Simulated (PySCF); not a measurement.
Species: C2H9FOSi2.
InChI=1S/C2H9FOSi2/c1-2-4-6(3)5/h6H,2H2,1,5H3/t6-/m0/s1

Computed, not measured: TDDFT PBE0/def2-SVPD, vertical, gas phase, core orbitals frozen in the response (PySCF). One conformer (not necessarily the lowest) at the GFN2-xTB geometry, without solvent, vibrations or thermal averaging. Torsions of this conformer, `[CH3:1][CH2:2][O:3][Si@H:4]([F:5])[SiH3:6]`: C1–C2–O3–Si4 -173°, C2–O3–Si4–F5 -53°.

```
state  E (eV)  ν̃ (cm⁻¹)       f  main configurations (H = HOMO, L = LUMO)
   S1    6.69      53930   0.033                                 H→L (96%)
   S2    6.95      56070   0.018                               H→L+1 (95%)
   S3    7.35      59260   0.047                               H-1→L (96%)
   S4    7.61      61410   0.016                             H-1→L+1 (89%)
   S5    7.77      62690  0.0068                               H-2→L (89%)
   S6    7.89      63660  0.0073                               H→L+2 (88%)
```

Triplets (Tamm–Dancoff): T1 5.85 eV, H→L (84%); T2 6.23 eV, H→L+1 (84%).

The lowest singlet comes at 185 nm (645 kJ/mol) in the vacuum ultraviolet; it is of moderate strength; its leading configuration is HOMO→LUMO (96%). The most intense listed level is S3 at 7.35 eV (169 nm, f = 0.047), 0.66 eV above S1. Löwdin shares by element: HOMO silicon 36%, oxygen 27%, hydrogen 13% or more (atoms not listed hold the other 24%); LUMO silicon 62%, hydrogen 19% or more (atoms not listed hold the other 19%). The oscillator strengths of these states sum to 0.128; summed over the whole spectrum of an exact calculation they would give the number of electrons, 66 (Thomas–Reiche–Kuhn). The listed states span 1.21 eV, and the widest gap between neighbours is 0.40 eV (S2 to S3). Weighted by f, the mean energy of these states is 7.21 eV. Singlets were solved by full linear response, triplets in the Tamm–Dancoff approximation.
